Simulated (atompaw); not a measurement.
## Before and after: PAW (atompaw) potential for Cu (Z = 29)

Cu (Z = 29), PAW, made with atompaw 4.2.0.5 (PBE, scalar-relativistic). Core [Ne], reference 3s2 3p6 3d10 4s0 4p0 (charge +1). Waves: 3s (bound): rc 0.80 bohr; 4s (bound, empty): rc 1.05 bohr; 3p (bound): rc 1.10 bohr; 4p (bound, empty): rc 1.15 bohr; 3d (bound): rc 1.15 bohr; 3d channel at -0.3 Ry: rc 1.15 bohr. Local part: troulliermartins scheme with l = 3 at 1 Ry, radius 1.10 bohr. Core correction: smooth core density matched at 0.60 bohr. Augmentation charge: gaussian compensation charge, radius 0.85 bohr; PAW radius 1.15 bohr; waves and projectors: custom rrkj vanderbiltortho.

Change: core [Ar], valence charge 11; reference 3d10 4s0.5 4p0; waves now 4s (bound): rc 2.65 bohr; 4s channel at 1.15 Ry: rc 2.65 bohr; 4p (bound): rc 2.65 bohr; 4p channel at 0.35 Ry: rc 2.65 bohr; 3d (bound): rc 0.95 bohr; 3d channel at 0.2 Ry: rc 0.95 bohr; local potential troulliermartins scheme with l = 3 at 1 Ry, radius 1.95 bohr; core correction smooth core density matched at 1.95 bohr; augmentation gaussian compensation charge, radius 2.35 bohr; PAW radius 2.65 bohr; waves and projectors: custom rrkj vanderbiltortho.

Cutoffs: the cutoffs (Ry, on a coarse ladder) from which the occupation-weighted sum of valence levels, in a spherical-Bessel basis at the reference potential, stays within 10 and 1 mRy of its value at 400 Ry; they do not see the model core or the augmentation charge, which bear on the density cutoff.

Task: What does the change do?

Result: The potential gets harder (110 Ry and 200 Ry → 160 Ry and 260 Ry); neither file shows a bound ghost. Several settings change at once here, so the effects cannot be laid on one of them.

```json
{"quantity": "cutoff, loose", "base": "110 Ry", "changed": "160 Ry"}
{"quantity": "cutoff, tight", "base": "200 Ry", "changed": "260 Ry"}
{"quantity": "bound ghosts", "base": "none", "changed": "none"}
{"quantity": "lowest overlap eigenvalue by channel", "base": "s 0.05, p 0.01, d 0.94", "changed": "s 0.36, p 0.58, d 0.98"}
```

 The cutoffs see the waves, projectors and local potential, not the compensation charge or the core.
